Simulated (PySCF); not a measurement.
Start geometry of `C#CC/C=N/[SiH3]` from a GFN2-xTB structure with every atom displaced at random (by about 0.01 Å) (Å):
```
atom  x, y, z in Å
C1    -2.186    1.799    0.210
C2    -1.922    0.664    0.109
C3    -1.571   -0.731   -0.008
C4    -0.032   -0.944   -0.056
N5     0.754   -0.017   -0.048
Si6    2.460    0.142   -0.088
H7    -2.452    2.836    0.290
H8    -1.937   -1.280    0.850
H9    -1.997   -1.152   -0.886
H10    0.215   -2.012   -0.098
H11    2.762    0.845    1.161
H12    2.702    0.933   -1.282
H13    3.210   -1.101   -0.163
```

Task: What comes out of this run: PySCF, PBE0-D3(BJ)/def2-SVP geometry optimisation, gas phase?

Result: 
```
atom  x, y, z in Å
C1    -2.1942    1.5358    0.6898
C2    -1.7460    0.4165    0.5931
C3    -1.2257   -0.9349    0.4752
C4     0.2766   -1.0526    0.3928
N5     1.0635   -0.0683    0.4137
Si6    2.8087   -0.1650    0.3166
H7    -2.5836    2.5330    0.7762
H8    -1.5645   -1.5534    1.3274
H9    -1.6493   -1.4318   -0.4181
H10    0.6189   -2.1104    0.3094
H11    3.3814    0.4532    1.5464
H12    3.2547    0.6090   -0.8770
H13    3.2989   -1.5817    0.2007
```

The energy falls by 8.1 kcal/mol over 8 energy and gradient evaluations, the largest force component goes from 0.0921 to 1.5e-04 Eh/bohr, and the atoms move by 0.233 Å rms after alignment. The bond that changes most is Si6–H13 (SiH3 silicon to Si–H hydrogen), which lengthens by 0.050 Å. Bonds longer at the end by more than 0.005 Å: 10 of 12; shorter: 1. Among the angles that change most is C4–N5–Si6, from 135.6° to 125.3°. Rotational constants go from 6588, 1412, 1188 to 7413, 1281, 1114 MHz. The orientation of the end geometry is arbitrary; only internal coordinates are fixed.

The run used 123 basis functions and 57 SCF cycles in all. Time: 45 s; peak memory 0.50 GiB. Hardware: Arm Neoverse V1, one thread, shared host with 32 logical CPUs at a one-minute load of 26.

Stationary, but not proved a minimum. The numbers are those of one conformer.
